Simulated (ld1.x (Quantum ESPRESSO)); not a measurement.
Pseudopotential generation for cadmium: TM, LDA (PZ), scalar-relativistic.

| Property | Result |
| --- | --- |
| Element | Cd |
| Generator | ld1.x (Quantum ESPRESSO) 7.5 |
| Type | norm-conserving Troullier–Martins (Kleinman–Bylander form) |
| Functional | LDA (PZ) |
| Relativity | scalar-relativistic |
| Frozen core | [Kr] |
| Valence charge | 12 |
| Reference configuration | 4d9 5s0 5p0 (charge +3) |
| Partial waves | 5s (bound, empty): rc 1.80 bohr; 5p (bound, empty): rc 1.75 bohr; 4d (bound): rc 1.10 bohr |
| Local potential | all-electron potential smoothed inside 1.10 bohr (lloc = -1) |
| Core correction | none |

All-electron outer shells of the reference configuration (LDA (PZ), scalar-relativistic, ld1.x):

| shell | level (eV) | outermost node (bohr) | outermost maximum (bohr) |
| --- | --- | --- | --- |
| 4p | -102.35 | 0.43 | 0.84 |
| 4d | -46.05 | 0.41 | 0.97 |
| 5s | -32.59 | 1.05 | 2.02 |
| 5p | -24.33 | 1.15 | 2.35 |

Q: Does the generator finish with these settings?

A: Yes, a potential is produced and its reference levels are reproduced.

Q: Estimate the cutoffs (Ry, on a coarse ladder) from which the occupation-weighted sum of valence levels, in a spherical-Bessel basis at the reference potential, stays within 10 and 1 mRy of its value at 400 Ry.

A: 90 Ry and 110 Ry.

Q: What does a ghost test show?

A: Ghost states, extra bound levels that the all-electron valence spectrum of the same l lacks: s at -252.6 eV, p at -79.7 eV. A true bound ghost makes a file unfit for plane-wave use.

Q: Tests: 4d10 5s2 5p0; 4d10 5s1 5p0; 4d10 5s0 5p0; 4d10 5s1 5p1; 4d8 5s0 5p0; 4d9 5s2 5p1; 4d10 5s0 5p1. Which has the largest error in its energy relative to the reference configuration, and how large is it?

A: 4d10 5s2 5p0, with +179 meV (all-electron minus pseudo) on -65.40 eV.
